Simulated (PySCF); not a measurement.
**PbH₃⁺, singlet: molecular constants**

Level of theory: PBE0/[Pb def2-TZVP with ECP60, H def2-TZVP], scalar-relativistic core potentials, density fitting, no spin–orbit coupling, PySCF.

The structure is a minimum.

```
Point group                                                                   : D3h
Bond lengths                                                                  : Pb–H 1.732 Å (×3)
Bond angles                                                                   : H–Pb–H 120.0° (×3)
Principal quadrupole moments (Buckingham, traceless) about the centre of mass : -1.06, -1.06, 2.11 D Å
Heat capacity Cp at 298.15 K                                                  : 46.1 J/(mol K)
Principal polarisabilities                                                    : 21.2, 38.0, 38.0 bohr³
Entropy at 298.15 K and 1 bar                                                 : 236.5 J/(mol K)
Lowest empty level                                                            : -9.11 eV
Zero-point energy                                                             : 45.9 kJ/mol
Rotational symmetry number                                                    : 6
Enthalpy at 298.15 K above 0 K                                                : 11.14 kJ/mol
Highest occupied level                                                        : -15.71 eV
Dipole moment about the centre of mass                                        : 0.00 D
Rotational constants                                                          : 3.717, 3.717, 1.858 cm⁻¹
```

Harmonic modes (masses in u: Pb 207.977, H 1.008):
```
symmetry  ω (cm⁻¹)  IR (km/mol, summed over degenerate members)     type
      e'       576                                         84.3     bend
    a2''       687                                          9.4     bend
     a1'      1902                                          0.0  stretch
      e'      1969                                         30.3  stretch
```

In D3h the vibrations span 2e' + a2'' + a1'. The a1' mode carries no infrared intensity, as symmetry demands.

Charges (e):
```json
{"atom": "Pb1", "Mulliken": "0.64", "Löwdin": "0.91", "polar tensor": "1.32", "Mayer order to Pb1": "–"}
{"atom": "H2,3,4", "Mulliken": "0.12", "Löwdin": "0.03", "polar tensor": "-0.11", "Mayer order to Pb1": "0.87"}
```

Mulliken populations on Pb1 (electrons outside its core potential): s 3.62, p 7.70, d 10.03, f 0.02.

Counting electrons, lead keeps none of its valence electrons outside its bonds, so the VSEPR class is AX3 and the expected shape is trigonal planar (D3h), as computed.

Other isomers or separated fragments may lie lower. With an element this heavy the missing spin–orbit coupling can shift these numbers.

The final relaxation and frequency run took roughly 80 core-seconds on a shared host.
